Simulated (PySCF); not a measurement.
Geometry:
```json
{"atom": "C1", "x (Å)": "-0.091", "y (Å)": "2.234", "z (Å)": "0.530"}
{"atom": "C2", "x (Å)": "-1.370", "y (Å)": "1.485", "z (Å)": "0.696"}
{"atom": "C3", "x (Å)": "-0.481", "y (Å)": "1.190", "z (Å)": "-0.491"}
{"atom": "Si4", "x (Å)": "0.455", "y (Å)": "-0.430", "z (Å)": "-0.613"}
{"atom": "C5", "x (Å)": "0.937", "y (Å)": "-1.003", "z (Å)": "1.104"}
{"atom": "C6", "x (Å)": "2.160", "y (Å)": "-1.864", "z (Å)": "1.318"}
{"atom": "C7", "x (Å)": "2.154", "y (Å)": "-0.457", "z (Å)": "1.814"}
{"atom": "C8", "x (Å)": "2.002", "y (Å)": "-0.181", "z (Å)": "-1.640"}
{"atom": "C9", "x (Å)": "2.029", "y (Å)": "0.810", "z (Å)": "-2.779"}
{"atom": "C10", "x (Å)": "2.821", "y (Å)": "1.085", "z (Å)": "-1.545"}
{"atom": "C11", "x (Å)": "-0.636", "y (Å)": "-1.726", "z (Å)": "-1.405"}
{"atom": "C12", "x (Å)": "-2.123", "y (Å)": "-1.757", "z (Å)": "-1.139"}
{"atom": "C13", "x (Å)": "-1.622", "y (Å)": "-1.375", "z (Å)": "-2.493"}
{"atom": "H14", "x (Å)": "0.728", "y (Å)": "2.003", "z (Å)": "1.217"}
{"atom": "H15", "x (Å)": "-0.142", "y (Å)": "3.285", "z (Å)": "0.231"}
{"atom": "H16", "x (Å)": "-2.308", "y (Å)": "2.015", "z (Å)": "0.511"}
{"atom": "H17", "x (Å)": "-1.431", "y (Å)": "0.744", "z (Å)": "1.498"}
{"atom": "H18", "x (Å)": "-0.847", "y (Å)": "1.599", "z (Å)": "-1.441"}
{"atom": "H19", "x (Å)": "0.093", "y (Å)": "-1.253", "z (Å)": "1.759"}
{"atom": "H20", "x (Å)": "2.790", "y (Å)": "-2.102", "z (Å)": "0.455"}
{"atom": "H21", "x (Å)": "2.093", "y (Å)": "-2.672", "z (Å)": "2.052"}
{"atom": "H22", "x (Å)": "2.086", "y (Å)": "-0.288", "z (Å)": "2.892"}
{"atom": "H23", "x (Å)": "2.775", "y (Å)": "0.272", "z (Å)": "1.285"}
{"atom": "H24", "x (Å)": "2.585", "y (Å)": "-1.092", "z (Å)": "-1.825"}
{"atom": "H25", "x (Å)": "2.567", "y (Å)": "0.527", "z (Å)": "-3.687"}
{"atom": "H26", "x (Å)": "1.137", "y (Å)": "1.417", "z (Å)": "-2.965"}
{"atom": "H27", "x (Å)": "2.469", "y (Å)": "1.879", "z (Å)": "-0.878"}
{"atom": "H28", "x (Å)": "3.910", "y (Å)": "0.997", "z (Å)": "-1.598"}
{"atom": "H29", "x (Å)": "-0.167", "y (Å)": "-2.712", "z (Å)": "-1.510"}
{"atom": "H30", "x (Å)": "-2.552", "y (Å)": "-0.970", "z (Å)": "-0.511"}
{"atom": "H31", "x (Å)": "-2.603", "y (Å)": "-2.732", "z (Å)": "-1.022"}
{"atom": "H32", "x (Å)": "-1.711", "y (Å)": "-0.329", "z (Å)": "-2.801"}
{"atom": "H33", "x (Å)": "-1.752", "y (Å)": "-2.087", "z (Å)": "-3.313"}
```

Geometry: PBE0-D3(BJ)/def2-SVP; GIAO shifts from PySCF 2.14.0 with density-fitted response routines, gas phase, non-relativistic, averaged over equivalent atoms.

At PBE0/pcSseg-1 (328 basis functions):
```csv
atoms,δ (ppm)
C1/C2/C6/C7/C9/C10/C12/C13,1.9
C3/C5/C8/C11,-8.4
Si4,4.2
H15/H16/H21/H22/H25/H28/H31/H33,0.47
H14/H17/H20/H23/H26/H27/H30/H32,0.36
H18/H19/H24/H29,-0.74
```

δ = σ(ref) − σ, references computed at the same level: $^{13}$C (σref 184.41), $^{29}$Si (σref 351.99), $^{1}$H (σref 31.27) against TMS.

Predict the values at HF/pcSseg-1 on the same geometry.

Answers


```json
{"atoms": "C1/C2/C6/C7/C9/C10/C12/C13", "δ at HF/pcSseg-1": "-1.6", "change": "-3.5"}
{"atoms": "C3/C5/C8/C11", "δ at HF/pcSseg-1": "-13.7", "change": "-5.3"}
{"atoms": "Si4", "δ at HF/pcSseg-1": "4.4", "change": "+0.2"}
{"atoms": "H15/H16/H21/H22/H25/H28/H31/H33", "δ at HF/pcSseg-1": "0.40", "change": "-0.07"}
{"atoms": "H14/H17/H20/H23/H26/H27/H30/H32", "δ at HF/pcSseg-1": "0.23", "change": "-0.13"}
{"atoms": "H18/H19/H24/H29", "δ at HF/pcSseg-1": "-1.13", "change": "-0.39"}
```

Shifts are taken against calculated references (same method and geometry level): $^{13}$C (190.85 ppm) and $^{29}$Si (393.43 ppm) and $^{1}$H (31.69 ppm) against TMS.

The largest change is at C3/C5/C8/C11 (three-membered-ring carbon). Cost: 328 basis functions.

The carbons averaged at δ -8.4 differ by 10 ppm in this conformer.
